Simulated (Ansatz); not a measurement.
Two isomers of CH6B2O: A = `BCBO`, B = `BB(C)O`.

Computed with Ansatz on PBE0-D4/def2-TZVP structures; ΔE is electronic, products minus reactants. CBS: MP2 limit from def2 TZ/QZ plus the TZ coupled-cluster correction, frozen cores. DFT in def2-TZVPP. B3LYP here is the variant with VWN-RPA as its local correlation; programs differ in this. Each species was taken in one conformer, which may not be the lowest.

A:

Z-matrix (Å, degrees):
```
C
B 1 1.579
B 1 1.544 2 107.4
H 1 1.099 2 103.3 3 -114.9
H 1 1.093 2 111.8 3 126.0
O 2 1.352 1 122.9 3 -108.9
H 2 1.197 1 121.4 3 70.7
H 3 1.198 1 121.2 2 105.8
H 3 1.197 1 120.3 2 -71.4
H 6 0.962 2 113.6 1 0.1
```

B:

Z-matrix (Å, degrees):
```
C
B 1 1.575
H 1 1.093 2 113.8
H 1 1.094 2 111.5 3 123.7
H 1 1.097 2 108.5 3 -118.0
O 2 1.367 1 115.8 3 -144.8
B 2 1.681 1 118.7 3 36.1
H 6 0.959 2 114.4 1 -178.3
H 7 1.201 2 121.9 1 -90.6
H 7 1.200 2 122.5 1 85.1
```

Which isomer does CCSD(T)/CBS put lower? Give the gap. (Best estimate.)

The calculation gave: A, by 10.7 kcal/mol.

Give E(B) − E(A) in kcal/mol with MP2/def2-TZVPP, PBE0-D4, B3LYP, r2SCAN-D4, BLYP-D4, CCSD/def2-TZVPP, ωB97M-V. (Best estimate.)

The calculation gave: MP2/def2-TZVPP 12.0, PBE0-D4 10.1, B3LYP 10.0, r2SCAN-D4 10.5, BLYP-D4 9.8, CCSD/def2-TZVPP 10.5, ωB97M-V 11.3. None reverses the order clearly.

Does the order hold for the free energy at 298.15 K (harmonic terms from PBE0-D4)? (An estimate is asked.)

Ansatz gave: Yes: G(B) − G(A) = +10.3 kcal/mol, for one conformer each. Modes under 60 cm⁻¹, often nearly free rotors, make the harmonic entropy too high.

Largest T1 diagnostic: 0.013.

From BLYP to BHLYP (50 % exact exchange), in def2-TZVPP and without D4, E(B) − E(A) moves by +0.7 kcal/mol. Leaving LDA and LC-ωPBE aside and taking each functional with its dispersion term where it has one, the values, not all of them listed here, spread over 2.0 kcal/mol, from B97M-V to ωB97M-V. LDA lies +1.3 kcal/mol from PBE without D4.
